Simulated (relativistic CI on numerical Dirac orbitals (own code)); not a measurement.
**Er⁷⁺: sensitivity of the levels to the model**

Base calculation: Dirac-Coulomb-Breit CI, orbitals from a KLI potential per configuration, QED by a radiative potential, unscaled Slater integrals.

Configuration list (outside the closed core [Kr] 4d10): 4f10.5s2.5p3, 4f12.5s.5p2, 4f11.5s2.5p.6s. The list is cut by size and lacks configurations that can hold low levels.

Variants: (1) P86 correlation estimate; (2) QED terms removed. Shifts of the energy above 4f10.5s2.5p3 8I°_19/2, in cm⁻¹, for the lowest level and the first level of each name with at least 55 % of one term (blank where a level changes its place among those of its configuration and J or its character, or is not in the variant):

| Level | Base | Δ(1) | Δ(2) |
| --- | --- | --- | --- |
| 4f10.5s2.5p3 8I°_19/2 | 0.0 | 0.0 | 0.0 |
| 4f10.5s2.5p3 8I°_13/2 | 8231.9 | 0.0 | -37.9 |
| 4f10.5s2.5p3 8I°_11/2 | 11200.7 | 0.0 | -48.8 |
| 4f10.5s2.5p3 8I°_9/2 | 13719.3 | 0.0 | -57.2 |
| 4f10.5s2.5p3 8I°_7/2 | 15741.1 | 0.0 | -62.8 |
| 4f10.5s2.5p3 8I°_5/2 | 17325.7 | 0.0 | -67.4 |
| 4f10.5s2.5p3 8F°_11/2 | 25247.3 | 0.0 | -21.7 |
| 4f10.5s2.5p3 6I°_7/2 | 36088.9 | 0.0 | -50.5 |

At this charge configurations can still be misplaced by up to about 7 % of their energy. Terms inside the open d or f shell come out 10 to 20 % too wide with unscaled integrals. Levels and lines within the n = 5 or 6 shells can be off by up to 10 % or somewhat more, and those that change n by about 2 %, since core polarisation is missing.

LS names give the leading component of a level, which can be under half, so a name can repeat, a term be missing and a line seem to break the LS rules.
